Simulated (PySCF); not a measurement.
An equivalent PySCF input for Rb (rubidium, neutral), [Kr] 5s1, 2S determinant, with the spin-free X2C one-electron Hamiltonian (Gaussian nucleus):

```python
from pyscf import gto, scf, dft, mp, cc
import basis_set_exchange as bse
mol = gto.M(atom="Rb 0 0 0", charge=0, spin=1, symmetry="D2h",
            basis=gto.basis.parse(bse.get_basis("x2c-TZVPPall", elements=["Rb"], fmt="nwchem", augment_diffuse=1)),
            nucmod="G")
mf = dft.UKS(mol, xc="LDA,VWN").sfx2c1e()
mf.irrep_nelec = {'Ag': (7, 6), 'B1g': (1, 1), 'B2g': (1, 1), 'B3g': (1, 1), 'B1u': (3, 3), 'B2u': (3, 3), 'B3u': (3, 3)}
mf.kernel()
```

It reaches the same state as the run whose output follows, with an energy that differs only through the grid. The run itself started from symmetry-adapted Hartree-Fock orbitals and held the occupation by maximum overlap, on a logarithmic radial grid, so the iterations belong to that start.

```
SCF conv_tol = 1e-09
number electrons alpha = 19  beta = 18
XC functionals = LDA,VWN
    P. A. M. Dirac.,  Math. Proc. Cambridge Philos. Soc. 26, 376 (1930)
    F. Bloch.,  Z. Phys. 57, 545 (1929)
    S. H. Vosko, L. Wilk, and M. Nusair.,  Can. J. Phys. 58, 1200 (1980)
cycle= 1 E= -2976.96514162304  delta_E= -0.0148  |g|= 0.126  |ddm|= 0.826
cycle= 2 E= -2976.96596692638  delta_E= -0.000825  |g|= 0.0777  |ddm|= 0.0605
cycle= 3 E= -2976.9664463277  delta_E= -0.000479  |g|= 0.00638  |ddm|= 0.0243
cycle= 4 E= -2976.9664587081  delta_E= -1.24e-05  |g|= 5.26e-05  |ddm|= 0.0155
cycle= 5 E= -2976.96645871101  delta_E= -2.91e-09  |g|= 3.42e-06  |ddm|= 0.000973
cycle= 6 E= -2976.96645871102  delta_E= -1.27e-11  |g|= 2.02e-07  |ddm|= 8.3e-05
converged SCF energy = -2976.96645871102  <S^2> = 0.75011651  2S+1 = 2.0001165
```
